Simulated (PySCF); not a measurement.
**Heteronuclear NMR**

Atom-mapped SMILES (the numbers label the heavy atoms): `[CH3:1][O:2][SiH2:3][C:4]([SiH3:5])([SiH3:6])[CH:7]=[O:8]` (H(Xn): hydrogen on atom n).

PySCF calculation with GFN2-xTB geometry and σ from GIAO-PBE0/pcSseg-1; non-relativistic Hamiltonian, isolated molecule, a single conformation, equivalent nuclei averaged.

**Question.** What are the ²⁹Si shifts?

**Answer.** 
```
  atoms                  environment  σ (ppm)  δ (ppm)
    Si3  silicon bonded to C, O, 2 H    367.7    -22.3
Si5/Si6     silicon bonded to C, 3 H    419.6    -64.9
```

Shieldings were converted by a linear fit to measured shifts: ²⁹Si: δ = 279.94 − 0.822σ (rms 8.9 ppm, 72 shifts, 25.8 ppm with the 6 outliers that the fit left out vs TMS, solution or neat liquid). Occasional misses reach two or three times the rms, and more in compound classes unlike the fitted ones.

On a 500 MHz spectrometer ²⁹Si resonates near 99.3 MHz, so 1 ppm is 99.3 Hz.

**Question.** Predict the ¹⁷O NMR data.

**Answer.** 
```csv
atoms,environment,σ (ppm),δ (ppm)
O8,aldehyde oxygen,-318.4,556.7
O2,"oxygen bonded to C, Si",327.9,-32.0
```

Shieldings were converted by a linear fit to measured shifts: ¹⁷O: δ = 266.70 − 0.911σ (rms 10.7 ppm, 155 shifts, 12.2 ppm with the 3 outliers that the fit left out vs liquid water, solution or neat liquid). Occasional misses reach two or three times the rms, and more in compound classes unlike the fitted ones.

On a 600 MHz spectrometer ¹⁷O resonates near 81.3 MHz, so 1 ppm is 81.3 Hz.
